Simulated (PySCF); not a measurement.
CH₅ClF₂Si₂, SMILES Cl[Si@](CF)([SiH3])F.

The structure is a stationary point at B3LYP-D3(BJ)/def2-SVP. The structure was generated by enumeration; whether it is a known compound was not checked. One conformer was computed; it need not be the lowest.

Computed with PySCF with ωB97X/def2-TZVP.

Gas-phase values at a fixed geometry.

Computed frontier levels, gap, dipole moment and polarisability:
```
Quantity                                                                                                        Value
---------------------------------------------------------------------------------------------  ----------------------
highest occupied level                                                                                      -10.65 eV
lowest empty level                                                                                            1.60 eV
orbital gap                                                                                                  12.25 eV
dipole moment                                                                                                  1.28 D
quadrupole, principal values (traceless, Buckingham form, about the centre of nuclear charge)  -7.10, -1.34, 8.44 D·Å
mean static polarisability                                                                      75.9 bohr³ (11.24 Å³)
polarisability, principal values                                                               64.9, 76.5, 86.1 bohr³
```
